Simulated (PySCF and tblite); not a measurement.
Results of a calculation; reference values are marked as such.
C6H12O, numbered as in [OH:1][CH:2]1[CH2:3][CH2:4][CH2:5][CH2:6][CH2:7]1.

The ensemble was built from 90 distance-geometry starts (ETKDG and KDG, MMFF94s, GFN2-xTB) and rests on PBE0-D3(BJ)/def2-SVP geometries. Weights use PBE0-D3(BJ)/def2-TZVP (IEF-PCM, chloroform) energies plus GFN2-xTB zero-point and thermal terms (modes under about 100 cm⁻¹ blended into free rotors). Symmetry numbers and mirror images are counted. Conformers within 3 kcal/mol (GFN2-xTB free energy) were kept, 8 at most. GIAO shieldings: PBE0/pcSseg-1 (IEF-PCM, chloroform). Shifts are against TMS (¹H), TMS (¹³C) at the same level. Run with PySCF (density fitting) and tblite.

Torsions listed: H1–O1–C2–C3. The 6-ring runs over atoms 2–3–4–5–6–7. Of a mirror pair one member is shown.

```csv
conformer,shape,symmetry,E(GFN2) kcal/mol,E(DFT) kcal/mol
1,6-ring chair (all substituents equatorial); -179°,C1 (pair),1.12,0.02
2,6-ring chair (all substituents equatorial); -63°,Cs,0.00,0.00
3,6-ring chair (O1 axial); -175°,C1 (pair),1.91,0.97
4,6-ring chair (O1 axial); -62°,Cs,0.78,1.12
```

How much do the weights at 298.15 K and the averaged shift of H2 depend on how the conformers are weighted?


| weighting | 1 (%) | 2 (%) | 3 (%) | 4 (%) | δ (ppm) | rms dipole (D) |
| --- | --- | --- | --- | --- | --- | --- |
| DFT energy with thermal terms, symmetry and mirror images (full scheme) | 62 | 24 | 12 | 3 | 3.37 | 1.95 |
| DFT energy with symmetry and mirror images | 56 | 29 | 11 | 4 | 3.35 | 1.96 |
| bare DFT energy | 42 | 43 | 8 | 7 | 3.31 | 1.99 |
| GFN2-xTB energy with symmetry and mirror images | 18 | 61 | 5 | 16 | 3.27 | 2.04 |
| GFN2-xTB free energy | 23 | 57 | 6 | 13 | 3.27 | 2.03 |
| leading conformer alone | 100 | 0 | 0 | 0 | 3.36 | 1.93 |
| equal weights | 25 | 25 | 25 | 25 | 3.49 | 1.99 |
| full scheme, search stopped after three starts | 0 | 0 | 100 | 0 | 3.90 | 1.78 |

The largest departure from the full scheme, 0.53 ppm, comes with: full scheme, search stopped after three starts.
